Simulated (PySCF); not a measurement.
## What each rung costs, and what it gives

Saddle point of BH$_{2}$Cl$_{3}$, closed shell (BCl₃ ([Cl][B]([Cl])[Cl]) + H₂ → BHCl₂ ([Cl][BH][Cl]) + HCl; bonds formed: B1–H6, Cl2–H5; bonds broken: B1–Cl2, H5–H6), PBE0-D4/def2-TZVP structure:

| atom | x (Å) | y (Å) | z (Å) |
| --- | --- | --- | --- |
| B1 | -0.2621 | 0.2367 | -0.0957 |
| Cl2 | 1.7457 | -0.3744 | -0.1945 |
| Cl3 | -1.0169 | 0.0364 | -1.6717 |
| Cl4 | -0.3747 | 1.7467 | 0.7992 |
| H5 | 0.4779 | -0.8903 | 0.4920 |
| H6 | -0.5699 | -0.7551 | 0.6707 |

Barriers are electronic and count from the start structure reached by relaxing down the imaginary mode.

Computed with PySCF 2.14 with density fitting (its default auxiliary sets; JK sets also for MP2 and CCSD(T)) (basis: as named in each row); correlated methods freeze the cores. B3LYP uses VWN-RPA correlation. Extrapolation: Hartree–Fock as exp(−7.88 √X), correlation as X^−2.97.

Times are rough, for one single point on 4 threads of a shared host (Arm Neoverse V2).

The estimate by CCSD(T) at an estimated basis limit (MP2 extrapolated from triple and quadruple zeta, plus CCSD(T) − MP2 in triple zeta) is 38.70 kcal/mol.

```tsv
method	basis	time (s)	barrier (kcal/mol)	method less estimate
HF	STO-3G	under 1	69.11	30.41
B3LYP-D4	6-31G	2	42.76	4.06
PBE-D4	def2-SVP	3	29.74	-8.96
PBE0-D4	def2-SVP	3	32.39	-6.31
MP2	def2-QZVPP	4	38.35	-0.34
SPW92	def2-TZVPP	5	22.60	-16.09
CCSD(T)	def2-SVP	7	41.48	2.78
PBE0-D4	def2-TZVPP	8	33.69	-5.01
BHLYP-D4	def2-TZVPP	8	41.65	2.96
PBE-D4	def2-TZVPP	8	31.19	-7.51
B3LYP-D4	def2-TZVPP	8	38.17	-0.52
r2SCAN-D4	def2-TZVPP	17	34.32	-4.37
wB97M-V	def2-TZVPP	90	38.16	-0.54
CCSD(T)	def2-TZVPP	240	39.73	1.04
```

All methods are single points on the PBE0-D4 structures.

No T1 diagnostic of these runs exceeds 0.012.

Labels in which every atom is bracketed show which atoms are joined, not bond orders.
